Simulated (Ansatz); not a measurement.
CH (SMILES [CH]), doublet, geometry from GFN2-xTB. Base run: BLYP/6-311G** (Ansatz, a first-principles code).

The Ansatz input:
Ansatz 0.2 input:
```yaml
crystal:
  periodic: [false, false, false]
  atoms:
    - {symbol: C, position_ang: [-0.00000000, -0.00000000, -0.15907913]}
    - {symbol: H, position_ang: [0.00000000, 0.00000000, 0.95447475]}
basis:
  gaussian:
    orbitals: 6-311G__.json
hamiltonian:
  xc: blyp
magnetization: {spin_polarized: true, initial_magnetization: 1}
```
The basis file holds 6-311G** in the JSON format of the Basis Set Exchange.

The base run was repeated with changes; each row names its change, and settings that it needs were set with it.

```tsv
change	ΔE vs base (kcal/mol)
base	0.000
final_grid = 14, 28, 59	0.000
final_grid = 4, 8, 17	-0.005
final_grid = 10, 20, 41	0.000
point_charge = charge:-1.0 position_ang:2.6695, 0.618, -1.87	0.208
point_charge = charge:0.5 position_ang:0.4484, 3.2185, -1.0483	-2.68
nuclear_model = gaussian	0.002
final_grid = 6, 12, 29	0.000
fitting.mean_field = def2-universal-JKFIT	-0.011
point_charge = charge:1.0 position_ang:1.4956, 3.084, 1.3477	0.335
accuracy = high	0.000
```
